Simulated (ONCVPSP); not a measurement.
**A failed generation for Sb (Z = 51)**

Input:

```
# ATOM AND REFERENCE CONFIGURATION
# atsym  z   nc   nv     iexc    psfile
  Sb 51.00    6    5  -116133      upf
#
#   n    l    f
    1    0    2.00
    2    0    2.00
    2    1    6.00
    3    0    2.00
    3    1    6.00
    3    2   10.00
    4    0    2.00
    4    1    6.00
    4    2   10.00
    5    0    2.00
    5    1    3.00
#
# PSEUDOPOTENTIAL AND OPTIMIZATION
# lmax
    2
#
#   l,   rc,      ep,       ncon, nbas, qcut
    0    1.15    0.00    4    7   10.10
    1    1.70    0.00    5    9    8.10
    2    1.78    0.00    4    8   13.90
#
# LOCAL POTENTIAL
# lloc, lpopt,  rc(5),   dvloc0
    4    3    0.90    0.00
#
# VANDERBILT-KLEINMAN-BYLANDER PROJECTORs
# l, nproj, debl
    0    2    1.30
    1    2    1.40
    2    3    0.80
#
# MODEL CORE CHARGE
# icmod, fcfact, rcfact
    3    2.75    1.05
#
# LOG DERIVATIVE ANALYSIS
# epsh1, epsh2, depsh
   -7.00    5.00    0.04
#
# OUTPUT GRID
# rlmax, drl
    6.00    0.01
#
# TEST CONFIGURATIONS
# ncnf
    4
# nvcnf
#   n    l    f
    5
    4    0    2.00
    4    1    6.00
    4    2   10.00
    5    0    2.00
    5    1    2.00
#
    5
    4    0    2.00
    4    1    6.00
    4    2   10.00
    5    0    2.00
    5    1    1.00
#
    5
    4    0    2.00
    4    1    6.00
    4    2   10.00
    5    0    2.00
    5    1    0.00
#
    5
    4    0    2.00
    4    1    6.00
    4    2    9.00
    5    0    2.00
    5    1    4.00
#
```

```bash
oncvpsp.x < Sb.dat > Sb.out
```

End of the output:

```

Calculating optimized projector #   1

 for l=   2

    Fraction of norm inside rc  0.943243
    Optimizing pswf for qcut=  13.89 a_B^-1,  ecut=  96.52 Ha
    Residual kinetic energy error=  9.43D-10 Ha
 ERROR pspot:  first pseudo wave function has node,          program will stop
 ERROR pspot: try changing psp parameters for this l
```

Why did it fail, and what change makes it run?

The run stopped because the optimised pseudo-wave of the first projector has a node, so the radial equation cannot be inverted for a potential. A run that differs only in the following succeeds: d: rc 1.25. Other answers can fit too; this one was computed.
